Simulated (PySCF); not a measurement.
## C2H11AlO2Si: core ionisation energies

Species: C2H11AlO2Si.
Bonds: C1–O2, O2–C3, O2–Al4, Al4–O5, O5–Si6. Hydrogens: H7, H8, H9 on C1; H10, H11, H12 on C3; H13, H14 on Al4; H15, H16, H17 on Si6.

Method: delta-SCF UKS SCAN, pcX-2 on the ionised atom, pcseg-1 elsewhere, spin-free X2C in PySCF. Binding energies are ΔSCF values: E(core-ionised, relaxed orbitals) − E(ground state) at a fixed geometry, referred to the vacuum level.

Problem. Give the core binding energies atom by atom.

Solution. 
```
atom(s)    bonded to     level  binding energy (eV)  2p1/2 (eV)  above the level's lowest (eV)  count
    Si6    O and 3 H  Si 2p3/2               106.77      107.40                           0.00      1
  C1/C3    O and 3 H      C 1s               293.21           –                           0.00      2
     O5    Si and Al      O 1s               536.61           –                           0.00      1
     O2   2 C and Al      O 1s               540.47           –                          +3.86      1
    Al4  2 O and 2 H     Al 1s              1566.25           –                           0.00      1
    Si6    O and 3 H     Si 1s              1846.73           –                           0.00      1
```

The listed O 1s values span 3.86 eV, from O5 (bonded to Si and Al) to O2 (bonded to 2 C and Al). Summing the Pauling electronegativity differences to the bonded atoms, each weighted by its formal bond order, gives -3.37 for the lowest site and -3.61 for the highest; the largest sum, -3.37, belongs to O5, 3.86 eV below the top. The smallest sum, -3.61, belongs to O2, 3.86 eV above the lowest.

Problem. Express the binding energy of Si 2p3/2 of Si6 in atomic units and per mole.

Solution. 106.77 eV = 3.9237 Eh = 10302 kJ/mol.

Problem. Which photon energy gives electrons from Si 2p3/2 of Si6 a kinetic energy of 200 eV, and what is their de Broglie wavelength?

Solution. hν = 106.77 + 200 = 306.77 eV, recoil neglected; λ = 12.264 Å/√(E/eV) = 0.87 Å.

Topologically equivalent atoms share the value of their first member; where this conformer doesn't relate them by symmetry, their own values could differ. Spin–orbit coupling isn't in the SCF: each 2p doublet comes from a relaxed spin-free hole plus a matrix of the shell (mean-field spin–orbit coupling and the ground-state 2p splitting), with 2p3/2 averaged over its two sublevels. 2p1/2 minus 2p3/2 (ligand field included): Si 0.62 eV. One conformer (not necessarily the lowest) at the PBE0-D3(BJ)/def2-SVP geometry, without solvent, vibrations or thermal averaging.

Shape of the structure used: `[CH3:1][O+:2]([CH3:3])[AlH2-:4][O:5][SiH3:6]`: C1–O2–Al4–O5 -39°, O2–Al4–O5–Si6 -165°.
